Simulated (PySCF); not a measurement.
This PySCF input asks for the NMR shieldings of n-PrOi-Pr (SMILES C(OCCC)(C)C); the geometry comes from GFN2-xTB.

```python
import basis_set_exchange as bse
import numpy as np
from pyscf import gto, dft
from pyscf.prop import nmr

atoms = """
C     3.335537    0.089332   -0.046934
C     2.030734   -0.439476    0.532630
C     0.816849    0.174107   -0.157751
O    -0.345684   -0.349241    0.439852
C    -1.555946    0.301646    0.097814
C    -2.002416   -0.004915   -1.334541
C    -2.600498   -0.171535    1.104684
H     3.399766   -0.130563   -1.110415
H     3.404912    1.167040    0.085104
H     4.183885   -0.373214    0.450553
H     1.972594   -0.212646    1.598031
H     1.980531   -1.523145    0.420538
H     0.845294   -0.060050   -1.232746
H     0.836188    1.271291   -0.048991
H    -1.414994    1.393161    0.199557
H    -2.089836   -1.080250   -1.469161
H    -1.288274    0.382048   -2.057189
H    -2.967697    0.456468   -1.524689
H    -2.719991   -1.248375    1.023593
H    -3.555177    0.310853    0.915753
H    -2.274697    0.064408    2.113837
"""
names = dict.fromkeys(["C", "O", "H"], "pcSseg-1")
basis = {el: gto.basis.parse(bse.get_basis(n, elements=[el], fmt="nwchem")) for el, n in names.items()}
mol = gto.M(atom=atoms, basis=basis, charge=0, verbose=0)
mf = dft.RKS(mol, xc="PBE0")
mf.grids.level = 2
mf.grids.alignment = dft.numint.BLKSIZE   # the property module wants whole blocks of grid points
mf.conv_tol = 1e-9
mf.kernel()

calc = nmr.RKS(mf)   # GIAO
C = mf.mo_coeff
Co = C[:, mf.mo_occ > 0]
resp = mf.gen_response(singlet=True, hermi=2)
def vind(x):   # induced exchange potential for any number of trial vectors
    d = np.einsum("pi,xij,qj->xpq", C, 2 * x.reshape(-1, C.shape[1], Co.shape[1]), Co, optimize=True)
    return np.einsum("xpq,pi,qj->xij", resp(d - d.transpose(0, 2, 1)), C, Co, optimize=True).ravel()
mo1, _ = nmr.rhf.solve_mo1(calc, with_cphf=vind)
sigma = calc.kernel(mo1)
for i, s in enumerate(sigma):   # ppm
    print("%2d %-2s %9.2f" % (i, mol.atom_pure_symbol(i), np.trace(s) / 3))
```

**Question.** Give the expected output.

**Answer.** 
```
 0 C     175.21
 1 C     158.60
 2 C     110.89
 3 O     258.14
 4 C     110.10
 5 C     165.28
 6 C     160.56
 7 H      30.92
 8 H      30.93
 9 H      30.50
10 H      30.01
11 H      30.02
12 H      27.92
13 H      28.64
14 H      28.15
15 H      30.89
16 H      29.90
17 H      30.90
18 H      30.48
19 H      30.84
20 H      30.22
```

These numbers come from an equivalent density-fitted implementation of the same equations, which agrees with the script to about 0.01 ppm for H and up to a few tenths of a ppm for heavy atoms, so last digits may differ.

**Question.** Turn these shieldings into chemical shifts. Shifts are taken against calculated references (same method and geometry level): ¹³C (186.93 ppm) and ¹H (31.72 ppm) vs TMS; ¹⁷O (336.08 ppm) vs H2O.

**Answer.** Averaging equivalent atoms: C 4: 76.8; C 2: 76.0; C 1: 28.3; C 5/6: 24.0; C 0: 11.7; O 3: 77.9; H 14: 3.57; H 12/13: 3.44; H 10/11: 1.70; H 15/16/17/18/19/20: 1.18; H 7/8/9: 0.94 ppm. Experimental scales use liquid or dissolved standards, which lie at an offset from isolated H2O (liquid H2O: subtract about 36 ppm).

Size and cost of the density-fitted run: 189 basis functions, 22 s wall time on 1 thread of an Arm Neoverse V2, shared host.
